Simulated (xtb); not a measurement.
CHF (SMILES [CH]F), singlet, at a GFN2-xTB geometry; xtb with GFN0-xTB.

The xtb input:
```
$ xtb mol.xyz --gfn 0 --json

# file mol.xyz
3

C     -0.56552639     0.43684752    -0.01538265
F      0.53215338    -0.25729409     0.01555547
H     -1.39622203    -0.30543829    -0.04770330
```

The log (banner, timings and long lists left out):

```
   ID    Z sym.   atoms
    1    6 C      1
    2    9 F      2
    3    1 H      3

           -------------------------------------------------
          |                Calculation Setup                |
           -------------------------------------------------

           -------------------------------------------------
          |                 G F N 0 - x T B                 |
           -------------------------------------------------

          ...................................................
          :                      SETUP                      :
          :.................................................:
          :  # basis functions                  10          :
          :  # atomic orbitals                  10          :
          :  # shells                            6          :
          :  # electrons                        12          :
          :  electronic temp.          300.0000000     K    :
          :  accuracy                    1.0000000          :
          :  -> integral cutoff          0.2500000E+02      :
          :  -> integral neglect         0.1000000E-07      :
          ...................................................

         :::::::::::::::::::::::::::::::::::::::::::::::::::::
         ::                     SUMMARY                     ::
         :::::::::::::::::::::::::::::::::::::::::::::::::::::
         :: total energy              -6.426671578562 Eh    ::
         :: gradient norm              0.046513611224 Eh/a0 ::
         :: HOMO-LUMO gap              1.590542334952 eV    ::
         ::.................................................::
         :: H0 energy                 -6.429469976171 Eh    ::
         :: repulsion energy           0.036654326532 Eh    ::
         :: electrostat energy        -0.020842242921 Eh    ::
         :: -> Gsolv                   0.000000000000 Eh    ::
         ::    -> Gsasa                0.000000000000 Eh    ::
         ::    -> Gshift               0.000000000000 Eh    ::
         :: dispersion energy         -0.000170858821 Eh    ::
         :: short-range corr.         -0.012842827181 Eh    ::
         :: add. restraining           0.000000000000 Eh    ::
         :: total charge               0.000000000000 e     ::
         :::::::::::::::::::::::::::::::::::::::::::::::::::::

           -------------------------------------------------
          |                Property Printout                |
[...]

    * Orbital Energies and Occupations

         #    Occupation            Energy/Eh            Energy/eV
      -------------------------------------------------------------
         1        2.0000           -0.8255771             -22.4651
         2        2.0000           -0.5830937             -15.8668
         3        2.0000           -0.4938337             -13.4379
         4        2.0000           -0.4639926             -12.6259
         5        2.0000           -0.4558165             -12.4034
         6        2.0000           -0.3924214             -10.6783 (HOMO)
         7                         -0.3339701              -9.0878 (LUMO)
         8                         -0.1123590              -3.0574
         9                          0.1022366               2.7820
        10                          0.2391235               6.5069
      -------------------------------------------------------------
                  HL-Gap            0.0584514 Eh            1.5905 eV
             Fermi-level            0.0000000 Eh            0.0000 eV

     #   Z          covCN         q      C6AA      α(0)
     1   6 C        1.705     0.035    31.062     9.013
     2   9 F        0.785    -0.187    11.149     3.846
     3   1 H        0.921     0.152     1.378     1.836

 Mol. C6AA /au·bohr⁶  :         99.593402
 Mol. C8AA /au·bohr⁸  :       2246.702405
 Mol. α(0) /au        :         14.695209

Wiberg/Mayer (AO) data.
largest (>0.10) Wiberg bond orders for each atom

 ---------------------------------------------------------------------------
     #   Z sym  total        # sym  WBO       # sym  WBO       # sym  WBO
 ---------------------------------------------------------------------------
     1   6 C    2.608 --     2 F    1.597     3 H    1.011
     2   9 F    1.644 --     1 C    1.597
     3   1 H    1.058 --     1 C    1.011
 ---------------------------------------------------------------------------

Topologies differ in total number of bonds
Writing topology from bond orders to xtbtopo.mol

 dipole moment from electron density (au)
     X       Y       Z
   0.2366  -0.5973   0.0035  total (Debye):    1.633

           -------------------------------------------------
          | TOTAL ENERGY               -6.426671578562 Eh   |
          | GRADIENT NORM               0.046513611224 Eh/α |
          | HOMO-LUMO GAP               1.590542334952 eV   |
           -------------------------------------------------

normal termination of xtb
```
